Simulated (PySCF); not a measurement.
## Gallium: a sound run and one with changed settings

Sound run: Ga²⁺ [Ar] 3d10 4s1, Ga³⁺ [Ar] 3d10. Computed with PySCF 2.14 in x2c-SVPall (5s4p3d, 32 functions), with scalar relativity by spin-free X2C-1e. The sound run starts from symmetry-adapted Hartree-Fock orbitals and uses a fine grid where one is needed.

Changed run: initial guess atom, at most 5 SCF cycles. This setting is unsound on purpose.

```csv
species,method,sound run (hartree),changed run (hartree),converged
Ga²⁺,UHF,-1940.93852,-1940.93852,no
Ga²⁺,TPSS,-1942.49775,-1942.49775,no
Ga²⁺,MN15,-1943.68522,-1943.68522,no
Ga³⁺,UHF,-1939.85187,-1939.85187,no
Ga³⁺,TPSS,-1941.35645,-1941.35645,no
Ga³⁺,MN15,-1942.56553,-1942.56553,no
```

The SCF was stopped early; the energies are upper bounds that still move, and correlated levels were skipped or rest on poor orbitals.
